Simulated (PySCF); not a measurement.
AsF2H3Si, SMILES [SiH](F)(F)[AsH2]. Geometry optimised at PBE-D3(BJ)/def2-SVP. The structure was generated by enumeration, and PubChem lists no compound with its InChIKey, so it may never have been made.

Calculation: PBE-D3(BJ)/def2-SVP in PySCF 2.14.0.

Harmonic wavenumbers (cm⁻¹): 102, 139, 180, 302, 368, 585, 609, 782, 794, 841, 937, 951, 2118, 2134, 2191. Rotational constants (GHz): 6.173, 1.786, 1.499; symmetry number 1.

Problem. Work out the zero-point energy and the ideal-gas rigid-rotor harmonic-oscillator thermochemistry at 298.15 K and 1 atm.

Solution. ZPE = ½ Σ hcν = ½ × 13034 cm⁻¹ = 77.96 kJ/mol. H − E(el) = 96.78 kJ/mol. Entropy in J/(mol K): translation 170.73, rotation 114.50, vibration 53.61, total 338.84. G − E(el) = -4.24 kJ/mol. Cp = 91.19 J/(mol K). Modes under 150 cm⁻¹ make the vibrational entropy uncertain.
